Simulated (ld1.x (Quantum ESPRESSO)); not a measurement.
# Logarithmic derivatives: Mn, PAW

* Element: manganese (Mn)
* Generator: ld1.x (Quantum ESPRESSO) 7.5
* Type: PAW
* Functional: PBE
* Relativity: scalar-relativistic
* Frozen core: [Ne]
* Valence charge: 15
* Reference configuration: 3s2 3p6 3d5 4s2 4p0
* Partial waves: 3s (bound): rcut 1.15, rcutus 1.20 bohr; 4s (bound): rcut 1.15, rcutus 1.20 bohr; 3p (bound): rcut 1.35, rcutus 1.75 bohr; 4p (bound, empty): rcut 1.35, rcutus 1.75 bohr; 3d (bound): rcut 1.80, rcutus 1.95 bohr; 3d channel at 0.35 Ry: rcut 1.80, rcutus 1.95 bohr
* Local potential: all-electron potential smoothed inside 1.65 bohr (lloc = -1)
* Core correction: Bessel-smoothed model core inside 0.90 bohr
* Augmentation charge: BESSEL, radius 1.10 bohr

The phase is arctan(r·u′/u) with u = r·R(r), unwrapped; energies in Ry, scanned from -8 to 5 Ry. A pole is an energy at which the radial function vanishes at the test radius. The pseudo phase is shifted by a multiple of π to meet the all-electron one at the reference energy, and phase errors are pseudo minus all-electron; the curves can meet again beyond the range given. Levels narrower than the energy grid can be missing from the lists of poles.

Task: For each channel, where are the poles, and over which energies does the pseudopotential scatter like the atom?

Result:

```
channel  radius (bohr)  reference energy (Ry)  poles, all-electron  poles, pseudo  unbroken range about the reference energy with phases within 0.05 rad  phase error 1 Ry above the reference energy (rad)
      s           2.14                  -0.38          -6.26, 3.96    -6.26, 3.96                                                        the whole range                                             -0.000
      p           2.14                  -0.10                -3.91    -3.91, 4.57                                                        the whole range                                             -0.009
      d           2.14                  -0.50                -0.14          -0.14                                                        the whole range                                             +0.000
```

Phases in the p channel:

```json
{"E (Ry)": "-8.00", "all-electron": "1.394", "pseudo": "1.394"}
{"E (Ry)": "-7.76", "all-electron": "1.391", "pseudo": "1.391"}
{"E (Ry)": "-7.52", "all-electron": "1.387", "pseudo": "1.387"}
{"E (Ry)": "-7.28", "all-electron": "1.383", "pseudo": "1.383"}
{"E (Ry)": "-7.04", "all-electron": "1.379", "pseudo": "1.379"}
{"E (Ry)": "-6.80", "all-electron": "1.375", "pseudo": "1.374"}
{"E (Ry)": "-6.56", "all-electron": "1.370", "pseudo": "1.369"}
{"E (Ry)": "-6.32", "all-electron": "1.365", "pseudo": "1.364"}
{"E (Ry)": "-6.08", "all-electron": "1.358", "pseudo": "1.358"}
{"E (Ry)": "-5.84", "all-electron": "1.351", "pseudo": "1.351"}
{"E (Ry)": "-5.60", "all-electron": "1.343", "pseudo": "1.343"}
{"E (Ry)": "-5.36", "all-electron": "1.333", "pseudo": "1.332"}
{"E (Ry)": "-5.12", "all-electron": "1.320", "pseudo": "1.319"}
{"E (Ry)": "-4.88", "all-electron": "1.302", "pseudo": "1.301"}
{"E (Ry)": "-4.64", "all-electron": "1.271", "pseudo": "1.270"}
{"E (Ry)": "-4.40", "all-electron": "1.201", "pseudo": "1.200"}
{"E (Ry)": "-4.16", "all-electron": "0.722", "pseudo": "0.720"}
{"E (Ry)": "-3.92", "all-electron": "-1.561", "pseudo": "-1.561"}
{"E (Ry)": "-3.68", "all-electron": "-1.709", "pseudo": "-1.709"}
{"E (Ry)": "-3.44", "all-electron": "-1.756", "pseudo": "-1.756"}
{"E (Ry)": "-3.20", "all-electron": "-1.783", "pseudo": "-1.784"}
{"E (Ry)": "-2.96", "all-electron": "-1.804", "pseudo": "-1.804"}
{"E (Ry)": "-2.72", "all-electron": "-1.822", "pseudo": "-1.822"}
{"E (Ry)": "-2.48", "all-electron": "-1.839", "pseudo": "-1.840"}
{"E (Ry)": "-2.24", "all-electron": "-1.857", "pseudo": "-1.857"}
{"E (Ry)": "-2.00", "all-electron": "-1.876", "pseudo": "-1.876"}
{"E (Ry)": "-1.76", "all-electron": "-1.897", "pseudo": "-1.897"}
{"E (Ry)": "-1.52", "all-electron": "-1.920", "pseudo": "-1.921"}
{"E (Ry)": "-1.28", "all-electron": "-1.947", "pseudo": "-1.948"}
{"E (Ry)": "-1.04", "all-electron": "-1.979", "pseudo": "-1.980"}
{"E (Ry)": "-0.80", "all-electron": "-2.018", "pseudo": "-2.018"}
{"E (Ry)": "-0.56", "all-electron": "-2.065", "pseudo": "-2.065"}
{"E (Ry)": "-0.32", "all-electron": "-2.125", "pseudo": "-2.126"}
{"E (Ry)": "-0.08", "all-electron": "-2.204", "pseudo": "-2.204"}
{"E (Ry)": "0.16", "all-electron": "-2.311", "pseudo": "-2.311"}
{"E (Ry)": "0.40", "all-electron": "-2.458", "pseudo": "-2.459"}
{"E (Ry)": "0.64", "all-electron": "-2.667", "pseudo": "-2.670"}
{"E (Ry)": "0.88", "all-electron": "-2.951", "pseudo": "-2.960"}
{"E (Ry)": "1.12", "all-electron": "-3.295", "pseudo": "-3.312"}
{"E (Ry)": "1.36", "all-electron": "-3.632", "pseudo": "-3.654"}
{"E (Ry)": "1.60", "all-electron": "-3.901", "pseudo": "-3.925"}
{"E (Ry)": "1.84", "all-electron": "-4.095", "pseudo": "-4.119"}
{"E (Ry)": "2.08", "all-electron": "-4.233", "pseudo": "-4.257"}
{"E (Ry)": "2.32", "all-electron": "-4.333", "pseudo": "-4.356"}
{"E (Ry)": "2.56", "all-electron": "-4.408", "pseudo": "-4.431"}
{"E (Ry)": "2.80", "all-electron": "-4.465", "pseudo": "-4.489"}
{"E (Ry)": "3.04", "all-electron": "-4.511", "pseudo": "-4.536"}
{"E (Ry)": "3.28", "all-electron": "-4.549", "pseudo": "-4.574"}
{"E (Ry)": "3.52", "all-electron": "-4.580", "pseudo": "-4.607"}
{"E (Ry)": "3.76", "all-electron": "-4.607", "pseudo": "-4.635"}
{"E (Ry)": "4.00", "all-electron": "-4.630", "pseudo": "-4.660"}
{"E (Ry)": "4.24", "all-electron": "-4.650", "pseudo": "-4.683"}
{"E (Ry)": "4.48", "all-electron": "-4.668", "pseudo": "-4.704"}
{"E (Ry)": "4.72", "all-electron": "-4.685", "pseudo": "-4.725"}
{"E (Ry)": "4.96", "all-electron": "-4.700", "pseudo": "-4.744"}
```
